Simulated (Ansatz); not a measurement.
Consider the hydrogenolysis of a C–Si bond: `[SiH3]/C=C1\C[Se]1` + H₂ → `C=C1C[Se]1` + SiH₄.

Computed with Ansatz on PBE0-D4/def2-TZVP structures; ΔE is electronic, products minus reactants. CCSD(T)/CBS is the MP2 limit (def2-TZVPP, def2-QZVPP) plus CCSD(T) − MP2 in def2-TZVPP, frozen cores. This one scheme is used for every species. Functionals use def2-TZVPP. B3LYP here is the variant with VWN-RPA as its local correlation; programs differ in this. For Se outer-core shells are correlated without core-valence functions, which leaves a few kJ/mol of doubt a bond. Scalar relativity is left out up to krypton.

CCSD(T)/CBS gives -9.5 kJ/mol.

**Question.** Another level gave -18.6 kJ/mol. Which?
A. CCSD/def2-TZVPP
B. MP2/def2-TZVPP
C. B3LYP/def2-TZVPP
D. PBE0-D4/def2-TZVPP

**Answer.** A. CCSD/def2-TZVPP -18.6, B3LYP -23.2, MP2/def2-TZVPP -3.5, PBE0-D4 -10.3 kJ/mol.

Largest T1 diagnostic among the species: 0.012.

The D4 term adds +11.8 kJ/mol with B3LYP and +6.7 kJ/mol with PBE0; it sums over pairs of atoms, weighted by their polarisabilities, and B3LYP, whose exchange is more repulsive, gets the larger term. From PBE to PBE0 (25 % exact exchange), in def2-TZVPP and without D4, ΔE moves by −3.3 kJ/mol.
